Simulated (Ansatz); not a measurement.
CHFOSSi, relaxed with RKS PBE-D4/def2-SVP in Ansatz from a rough embedded geometry. The force threshold is 0.03 eV/Å; the program also tests the step.

Total charge 0; spin multiplicity 1. The bonds changed during the relaxation, so this is another structure than the one it started from.

Start:

```xyz
6

O    -0.167    2.142   -0.293
C    -0.398    0.907   -0.080
S    -1.786    0.032    0.302
Si    0.739   -0.456   -0.110
F     1.101   -1.067    1.314
H     0.510   -1.557   -1.132
```

```
         step  energy (eV)  largest force (eV/Å)  largest move (Å)
            1  -24505.1657                 7.307             0.000
            2  -24505.7463                 3.783             0.194
            3  -24506.1763                 1.611             0.135
            4  -24506.4766                 0.986             0.121
            5  -24506.4855                 2.454             0.162
 6 (rejected)  -24506.3894                 2.398             0.200
            7  -24506.6602                 0.831             0.097
            8  -24506.6790                 0.247             0.047
            9  -24506.6844                 0.252             0.023
           10  -24506.6887                 0.161             0.028
           11  -24506.6920                 0.128             0.033
           12  -24506.6948                 0.131             0.024
           13  -24506.7026                 0.377             0.072
           14  -24506.7202                 0.618             0.105
           15  -24506.7365                 0.789             0.100
           16  -24506.7451                 0.784             0.193
17 (rejected)  -24506.7413                 0.892             0.200
           18  -24506.7796                 0.330             0.097
           19  -24506.7818                 0.158             0.014
           20  -24506.7826                 0.011             0.007
```

End:

```xyz
6

O    -0.066    2.332   -0.346
C     0.131    1.202   -0.255
S    -1.911   -0.520    0.464
Si    0.037   -0.728    0.059
F     1.163   -0.930    1.232
H     0.646   -1.358   -1.153
```

It took 35 s on 2 threads of an Arm Neoverse V1 on a shared host, with 0.17 GiB of host memory at the peak.
